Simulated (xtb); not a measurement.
Job for xtb: GFN-FF on C2H2N2 (a complex), monomers drawn apart or pushed together.

```
$ xtb mol.xyz --gfnff --sp --chrg 0 --uhf 0
6

C     -0.21658715     0.39363787    -1.13054421
N     -0.11584127     0.33019047     0.02627859
H     -0.02787827     0.27470161     1.03611601
C      0.17563250     0.14687699     3.38512782
N      0.27580786     0.08461070     4.53769520
H      0.36223543     0.03093334     5.53111774
```

It printed:

```
[...]
           -------------------------------------------------
          |                Calculation Setup                |
           -------------------------------------------------



molecular fragmentation (1/2 indicates fragments):
111222
# atoms in fragment 1/2:     3     3
 fragment masses (1/2) :       27.03       27.03
CMA distance (Bohr)    :   8.572
constraining FC (au)   :  0.0500

          ==================== Thresholds ====================
          CN  :   150.00000
          rep :   500.00000
          disp:  2500.00000
          HB1 :   250.00000
          HB2 :   450.00000

          Pauling EN used:
          Z : 1  EN :  2.20
          Z : 6  EN :  2.55
          Z : 7  EN :  3.04
          electric field strengths (au): 0.000

           -------------------------------------------------
          |           Force Field Initialization            |
           -------------------------------------------------

          distances ...
          ----------------------------------------
          generating topology and atomic info file ...
          pair mat ...
          computing topology distances matrix with Floyd-Warshall algo ...
          making topology EEQ charges ...
          #fragments for EEQ constrain: 2
          ----------------------------------------
          generating topology and atomic info file ...
          pair mat ...
          computing topology distances matrix with Floyd-Warshall algo ...
          making topology EEQ charges ...
          rings ...
          # BATM   0
          # H in HB   2
          doing iterative Hueckel for 2 subsystem(s) ...

  atom   neighbors  erfCN metchar sp-hybrid imet pi  qest     coordinates
    1  C       1    0.98   0.00         1    0    1   0.064   -0.409290    0.743868   -2.136419
    2  N       2    1.92   0.00         1    0    1  -0.248   -0.218908    0.623970    0.049659
    3  H       1    0.98   0.00         0    0    0   0.184   -0.052682    0.519111    1.957975
    4  C       1    0.98   0.00         1    0    1   0.064    0.331897    0.277557    6.396964
    5  N       2    1.92   0.00         1    0    1  -0.248    0.521201    0.159891    8.575001
    6  H       1    0.98   0.00         0    0    0   0.184    0.684526    0.058456   10.452298

          #atoms :   6
          #bonds :   4
          #angl  :   2
          #tors  :   0
          #nmol  :   2
          #optfrag :   2
           -------------------------------------------------
          |                   G F N - F F                   |
          |          A general generic force-field          |
          |                  Version 1.0.3                  |
           -------------------------------------------------
          Number of HB bonds (bound hydrogen)     48
          Number of HB bonds (unbound hydrogen)   24
          Number of XB bonds                      0

 E+G (total)                   0 d,  0 h,  0 min,  0.000 sec
 distance/D3 list               ...        0 min,  0.000 sec (  0.632%)
 non bonded repulsion           ...        0 min,  0.000 sec ( 24.496%)
 dCN                            ...        0 min,  0.000 sec (  2.895%)
 EEQ energy and q               ...        0 min,  0.000 sec (  7.852%)
 D3                             ...        0 min,  0.000 sec (  7.555%)
 EEQ gradient                   ...        0 min,  0.000 sec (  2.351%)
 bonds                          ...        0 min,  0.000 sec (  5.560%)
 bend and torsion               ...        0 min,  0.000 sec (  2.149%)
 bonded ATM                     ...        0 min,  0.000 sec (  0.169%)
 HB/XB (incl list setup)        ...        0 min,  0.000 sec ( 43.360%)
Note: The following floating-point exceptions are signalling: IEEE_UNDERFLOW_FLAG IEEE_DENORMAL
normal termination of xtb

         :::::::::::::::::::::::::::::::::::::::::::::::::::::
         ::                     SUMMARY                     ::
         :::::::::::::::::::::::::::::::::::::::::::::::::::::
         :: total energy              -1.410511038205 Eh    ::
         :: gradient norm              0.031916083814 Eh/a0 ::
         ::.................................................::
         :: bond energy               -1.441381555985 Eh    ::
         :: angle energy               0.000000000423 Eh    ::
         :: torsion energy             0.000000000000 Eh    ::
         :: repulsion energy           0.076316031865 Eh    ::
         :: electrostat energy        -0.042649073769 Eh    ::
         :: dispersion energy         -0.001321055856 Eh    ::
         :: HB energy                 -0.001475384883 Eh    ::
         :: XB energy                  0.000000000000 Eh    ::
         :: bonded atm energy          0.000000000000 Eh    ::
         :: external energy            0.000000000000 Eh    ::
         :: add. restraining           0.000000000000 Eh    ::
         :: total charge              -0.000000000000 e     ::
         :::::::::::::::::::::::::::::::::::::::::::::::::::::

           -------------------------------------------------
          |                Property Printout                |
           -------------------------------------------------

molecular dipole:
                 x           y           z       tot (Debye)
 q only:        0.033      -0.021       0.377       0.964

           -------------------------------------------------
          | TOTAL ENERGY               -1.410511038205 Eh   |
          | GRADIENT NORM               0.031916083814 Eh/α |
           -------------------------------------------------
########################################################################
[WARNING] Runtime exception occurred
-1- gfnff_setup: Could not read topology file.
########################################################################

------------------------------------------------------------------------
------------------------------------------------------------------------
 total:
 SCF:
```

The run finished.

Cost: roughly 0.010 core-seconds.
